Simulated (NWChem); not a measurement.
The numbers come from NWChem runs, not from measurements. System: silene (CH₄Si), charge 0, spin multiplicity 1, at a geometry optimised with PBE/def2-SVP. Level: B3LYP/pcseg-2, VWN1-RPA local correlation.

Part of the output:

```
             Northwest Computational Chemistry Package (NWChem) 7.3.0
             --------------------------------------------------------

                                NWChem Input Module
                                -------------------

 Scaling coordinates for geometry "geometry" by  1.889725989
 (inverse scale =  0.529177249)

 Turning off AUTOSYM since
 SYMMETRY directive was detected!

                             Geometry "geometry" -> ""
                             -------------------------

 Output coordinates in angstroms (scale by  1.889725989 to convert to a.u.)

  No.       Tag          Charge          X              Y              Z
 ---- ---------------- ---------- -------------- -------------- --------------
    1 C                    6.0000     0.00000000     0.00000000    -1.16645200
    2 Si                  14.0000     0.00000000     0.00000000     0.55548000
    3 H                    1.0000     0.93372800     0.00000000    -1.75048200
    4 H                    1.0000    -0.93372800     0.00000000    -1.75048200
    5 H                    1.0000    -1.26036200     0.00000000     1.36147500
    6 H                    1.0000     1.26036200     0.00000000     1.36147500

 Effective nuclear repulsion energy (a.u.)      50.7978319522

            Nuclear Dipole moment (a.u.)
            ----------------------------
        X                 Y               Z
 ---------------- ---------------- ----------------
     0.0000000000     0.0000000000    -0.0000113384

      Symmetry information
      --------------------

 Group name             C2v
 Group number             16
 Group order               4
 No. of unique centers     4

      Symmetry unique atoms

     1    2    3    5


 Summary of "ao basis" -> "" (spherical)
 ------------------------------------------------------------------------------
       Tag                 Description            Shells   Functions and Types
 ---------------- ------------------------------  ------  ---------------------
 *                          pcseg-2                   on all atoms

                                 NWChem DFT Module
                                 -----------------

 Summary of "ao basis" -> "ao basis" (spherical)
 ------------------------------------------------------------------------------
       Tag                 Description            Shells   Functions and Types
 ---------------- ------------------------------  ------  ---------------------
[...]
    80     -0.112032  4 H  s                 93     -0.106033  5 H  s

 Vector   11  Occ=2.000000D+00  E=-3.597995D-01  Symmetry=b1
              MO Center= -4.0D-13,  1.2D-28,  7.9D-01, r^2= 2.9D+00
   Bfn.  Coefficient  Atom+Function         Bfn.  Coefficient  Atom+Function
  ----- ------------  ---------------      ----- ------------  ---------------
    94     -0.245782  5 H  s                108      0.245782  6 H  s
    42      0.227913  2 Si px                93     -0.197423  5 H  s
   107      0.197423  6 H  s                 36     -0.148503  2 Si px
    39      0.139476  2 Si px                 5     -0.131707  1 C  px
    95     -0.100234  5 H  s                109      0.100234  6 H  s

 Vector   12  Occ=2.000000D+00  E=-2.349701D-01  Symmetry=b2
              MO Center=  5.5D-17, -1.4D-15, -5.1D-01, r^2= 2.2D+00
   Bfn.  Coefficient  Atom+Function         Bfn.  Coefficient  Atom+Function
  ----- ------------  ---------------      ----- ------------  ---------------
    43      0.319704  2 Si py                 6      0.313331  1 C  py
     9      0.293555  1 C  py                12      0.198235  1 C  py
    37     -0.150129  2 Si py                40      0.142029  2 Si py
    46      0.142574  2 Si py                54     -0.049026  2 Si d -1

 Vector   13  Occ=0.000000D+00  E=-5.557051D-02  Symmetry=b2
              MO Center=  4.2D-16,  4.1D-16,  1.7D-01, r^2= 3.9D+00
   Bfn.  Coefficient  Atom+Function         Bfn.  Coefficient  Atom+Function
  ----- ------------  ---------------      ----- ------------  ---------------
    46      0.631555  2 Si py                12     -0.491390  1 C  py
    43      0.390051  2 Si py                 6     -0.274669  1 C  py
     9     -0.255405  1 C  py                37     -0.153690  2 Si py
    40      0.148302  2 Si py                54      0.091249  2 Si d -1
   100      0.030430  5 H  py               114      0.030430  6 H  py

 Vector   14  Occ=0.000000D+00  E= 1.400491D-02  Symmetry=a1
              MO Center=  6.1D-17,  6.8D-16,  3.8D-01, r^2= 7.2D+00
   Bfn.  Coefficient  Atom+Function         Bfn.  Coefficient  Atom+Function
  ----- ------------  ---------------      ----- ------------  ---------------
    35     -2.112643  2 Si s                  4      1.967270  1 C  s
    47      0.776168  2 Si pz                67     -0.523027  3 H  s
    81     -0.523027  4 H  s                 95      0.432700  5 H  s
   109      0.432700  6 H  s                 13      0.369570  1 C  pz
    94      0.225555  5 H  s                108      0.225555  6 H  s

 Vector   15  Occ=0.000000D+00  E= 1.717713D-02  Symmetry=a1
              MO Center= -9.4D-15, -1.3D-15,  3.4D-01, r^2= 7.1D+00
   Bfn.  Coefficient  Atom+Function         Bfn.  Coefficient  Atom+Function
  ----- ------------  ---------------      ----- ------------  ---------------
     4      1.476814  1 C  s                 35      1.355804  2 Si s
    47      1.153831  2 Si pz                95     -1.124447  5 H  s
   109     -1.124447  6 H  s                 67     -0.541465  3 H  s
    81     -0.541465  4 H  s                 44      0.288770  2 Si pz
    13     -0.233715  1 C  pz                34      0.170684  2 Si s

 center of mass
 --------------
 x =   0.00000000 y =   0.00000000 z =   0.03259593

 moments of inertia (a.u.)
 ------------------
         124.484810468857           0.000000000000           0.000000000000
           0.000000000000         142.194523086411           0.000000000000
           0.000000000000           0.000000000000          17.709712617555

     Multipole analysis of the density
     ---------------------------------

     L   x y z        total         alpha         beta         nuclear
     -   - - -        -----         -----         ----         -------
     0   0 0 0     -0.000000    -12.000000    -12.000000     24.000000

     1   1 0 0     -0.000000     -0.000000     -0.000000      0.000000
     1   0 1 0     -0.000000     -0.000000     -0.000000      0.000000
     1   0 0 1      0.309406      0.154709      0.154709     -0.000011

     2   2 0 0    -15.493978    -16.533094    -16.533094     17.572210
     2   1 1 0     -0.000000     -0.000000     -0.000000      0.000000
     2   1 0 1     -0.000000     -0.000000     -0.000000      0.000000
     2   0 2 0    -17.283239     -8.641620     -8.641620      0.000000
     2   0 1 1      0.000000      0.000000      0.000000      0.000000
     2   0 0 2    -15.409384    -47.556121    -47.556121     79.702859

 Task  times  cpu:        6.1s     wall:        6.1s

 Total times  cpu:        6.1s     wall:        6.1s
```

Task: Write an NWChem input that would produce this output.

Result: This is not unique; one that fits is 
```
start mol
memory heap 200 mb stack 900 mb global 1100 mb
geometry units angstroms nocenter noautoz
  C      0.000000     0.000000    -1.166452
  Si     0.000000     0.000000     0.555480
  H      0.933728     0.000000    -1.750482
  H     -0.933728     0.000000    -1.750482
  H     -1.260362     0.000000     1.361475
  H      1.260362     0.000000     1.361475
  symmetry group C2v
end
basis spherical
  * library pcseg-2
end
dft
  xc b3lyp
  semidirect memsize 60000000 filesize 0
  iterations 100
end
task dft energy
```
